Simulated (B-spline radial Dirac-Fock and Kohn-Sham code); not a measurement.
## Ionisation cross sections of Tl by electron impact

System: the Tl atom, configuration [Xe] 4f14 5d10 6s2 6p1.

Input of the calculation (task.json; shells as n, l, electrons):

```json
{"items": [{
  "Z": 81,
  "q": 0,
  "cfg": [[1, 0, 2], [2, 0, 2], [2, 1, 6], [3, 0, 2], [3, 1, 6], [3, 2, 10], [4, 0, 2], [4, 1, 6], [4, 2, 10], [4, 3, 14], [5, 0, 2], [5, 1, 6], [5, 2, 10], [6, 0, 2], [6, 1, 1]],
  "A": 205,
  "rrms": 5.4759,
  "do": "impact",
  "T": [10.0, 15.0, 20.0, 30.0, 40.0, 50.0, 70.0, 100.0, 150.0, 200.0, 300.0, 500.0, 1000.0, 2000.0, 3000.0, 5000.0, 10000.0, 15000.0, 20000.0, 30000.0, 50000.0, 100000.0, 200000.0, 300000.0, 1000000.0],
  "ie": 6.1083,
  "edges": {"K": 85530.0, "L1": 15347.0, "L2": 14698.0, "L3": 12658.0, "M1": 3704.0, "M2": 3416.0, "M3": 2957.0, "M4": 2485.0, "M5": 2389.0, "N1": 846.2, "N2": 720.5, "N3": 609.5, "N4": 405.7, "N5": 385.0}
}]}
```

Launch: `python xray2_run.py task.json out`

The computed values come from an atomic code on a B-spline grid: the relativistic binary-encounter-Bethe (RBEB) model with Dirac-Fock orbital kinetic energies; direct ionisation only. For shells bound by less than 100 eV the term U + B of the denominator is divided by n when n is 3 or more, and by 2 for n = 1, 2 in singly charged ions. Excitation-autoionisation and multiple ionisation are left out; it is a semi-empirical estimate, least reliable for totals near the maximum.

Orbital inputs (open shells are filled statistically over j, and the NIST value is set on the highest orbital of the configuration average):

```csv
subshell,N,B (eV),source of B,U (eV)
1s,2,85530.0,tabulated edge,120180.9
2s,2,15347.0,tabulated edge,28832.9
2p1/2,2,14698.0,tabulated edge,28658.3
2p3/2,4,12658.0,tabulated edge,20664.9
3s,2,3704.0,tabulated edge,9192.8
3p1/2,2,3416.0,tabulated edge,9027.7
3p3/2,4,2957.0,tabulated edge,7061.6
3d3/2,4,2485.0,tabulated edge,6867.5
3d5/2,6,2389.0,tabulated edge,6455.9
4s,2,846.2,tabulated edge,2986.4
4p1/2,2,720.5,tabulated edge,2847.0
4p3/2,4,609.5,tabulated edge,2286.3
4d3/2,4,405.7,tabulated edge,2053.2
4d5/2,6,385.0,tabulated edge,1933.3
4f5/2,6,141.2,Dirac-Fock −ε,1542.4
4f7/2,8,136.5,Dirac-Fock −ε,1502.5
5s,2,152.9,Dirac-Fock −ε,722.8
5p1/2,2,108.4,Dirac-Fock −ε,623.1
5p3/2,4,87.55,Dirac-Fock −ε,488.4
5d3/2,4,24.34,Dirac-Fock −ε,302.5
5d5/2,6,21.94,Dirac-Fock −ε,274.8
6s,2,12.22,Dirac-Fock −ε,86.21
6p1/2,0.33,7.06,NIST ionisation energy + computed splitting,41.38
6p3/2,0.67,6.11,NIST ionisation energy,28.26
```

```tsv
T (eV)	total (b)	K shell (b)	L shell (b)	M shell (b)	N shell (b)	O shell (b)	P shell (b)
10	2.02e+08	–	–	–	–	–	2.02e+08
15	3.64e+08	–	–	–	–	–	3.64e+08
20	4.59e+08	–	–	–	–	–	4.59e+08
30	5.70e+08	–	–	–	–	5.64e+07	5.14e+08
40	6.23e+08	–	–	–	–	1.17e+08	5.06e+08
50	6.38e+08	–	–	–	–	1.56e+08	4.82e+08
70	6.22e+08	–	–	–	–	1.95e+08	4.27e+08
100	5.72e+08	–	–	–	–	2.13e+08	3.59e+08
150	4.93e+08	–	–	–	164000	2.10e+08	2.83e+08
200	4.31e+08	–	–	–	901000	1.96e+08	2.34e+08
300	3.46e+08	–	–	–	2.02e+06	1.68e+08	1.76e+08
500	2.51e+08	–	–	–	3.27e+06	1.29e+08	1.19e+08
1000	1.55e+08	–	–	–	4.37e+06	8.20e+07	6.84e+07
2000	9.18e+07	–	–	–	4.40e+06	4.91e+07	3.83e+07
3000	6.68e+07	–	–	3020	4.00e+06	3.57e+07	2.71e+07
5000	4.44e+07	–	–	13900	3.27e+06	2.36e+07	1.75e+07
10000	2.52e+07	–	–	23300	2.23e+06	1.33e+07	9.63e+06
15000	1.80e+07	–	43.9	24500	1.71e+06	9.50e+06	6.80e+06
20000	1.42e+07	–	174	23800	1.40e+06	7.49e+06	5.33e+06
30000	1.02e+07	–	343	21500	1.05e+06	5.38e+06	3.80e+06
50000	6.86e+06	–	466	17600	732000	3.59e+06	2.52e+06
100000	4.15e+06	0.371	494	12800	459000	2.17e+06	1.51e+06
200000	2.74e+06	2.67	454	9410	310000	1.43e+06	988000
300000	2.27e+06	3.89	430	8190	260000	1.19e+06	817000
1e+06	1.74e+06	7.29	429	6990	204000	909000	618000
```

On this grid the total peaks at 50 eV with 6.38 × 10⁻¹⁶ cm², about 8.2 times the lowest threshold.
